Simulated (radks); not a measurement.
Values are calculated unless marked as measured or tabulated.
The silver anion Ag- inside a hard spherical wall (all orbitals vanish at R), configuration held at [Kr] 4d10 5s2 and not refilled when levels cross. Code: a radial shooting solver on a logarithmic mesh with Libxc functionals. Model: scalar-relativistic Kohn-Sham, PBE, spin-polarised, spherical densities, finite nucleus; Fermi nuclear charge, rms radius 4.5454 fm. Eigenvalues in eV for spin up, with the zero of energy where the potential of the charges vanishes at infinity; a dash marks a level that is unbound or too diffuse for the functional's potential to be trusted. A positive occupied level is held by the wall or, in an anion where self-interaction has pushed it up, behind a barrier. The pressure on the wall is -dE/dV.

R (bohr) = 20: E (hartree) -5315.98197; kinetic (hartree) 5522.480; e(4s) -88.864; e(4p) -52.361; e(4d) -1.232; e(5s) 0.923; e(6s, empty) 2.180; e(5p, empty) 2.246; pressure (GPa) 0.000187
R (bohr) = 15: E (hartree) -5315.98149; kinetic (hartree) 5522.482; e(4s) -88.773; e(4p) -52.269; e(4d) -1.140; e(5s) 0.999; e(6s, empty) 3.105; e(5p, empty) 2.911; pressure (GPa) 0.00241
R (bohr) = 12: E (hartree) -5315.97991; kinetic (hartree) 5522.490; e(4s) -88.601; e(4p) -52.097; e(4d) -0.967; e(5s) 1.145; e(6s, empty) 4.342; e(5p, empty) 3.529; pressure (GPa) 0.0168
R (bohr) = 8: E (hartree) -5315.96207; kinetic (hartree) 5522.564; e(4s) -87.730; e(4p) -51.218; e(4d) -0.097; e(5s) 1.965; e(6s, empty) 9.441; e(5p, empty) 5.394; pressure (GPa) 0.477
R (bohr) = 7: E (hartree) -5315.94235; kinetic (hartree) 5522.642; e(4s) -87.140; e(4p) -50.626; e(4d) 0.479; e(5s) 2.575; e(6s, empty) 12.739; e(5p, empty) 6.485; pressure (GPa) 1.37
R (bohr) = 5: E (hartree) -5315.77324; kinetic (hartree) 5523.284; e(4s) -84.125; e(4p) -47.629; e(4d) 3.311; e(5s) 6.064; e(6s, empty) 29.150; e(5p, empty) 11.833; pressure (GPa) 18.9
R (bohr) = 4: E (hartree) -5315.37481; kinetic (hartree) 5524.758; e(4s) -79.675; e(4p) -43.279; e(4d) 7.380; e(5s) 11.915; e(6s, empty) 52.704; e(5p, empty) 19.848; pressure (GPa) 105
R (bohr) = 2: E (hartree) -5301.15026; kinetic (hartree) 5574.304; e(4s) -28.076; e(4p) 7.736; e(4d) 62.990; e(5s) 128.08; e(6s, empty) 364.03; e(5p, empty) 154.63; pressure (GPa) 19400
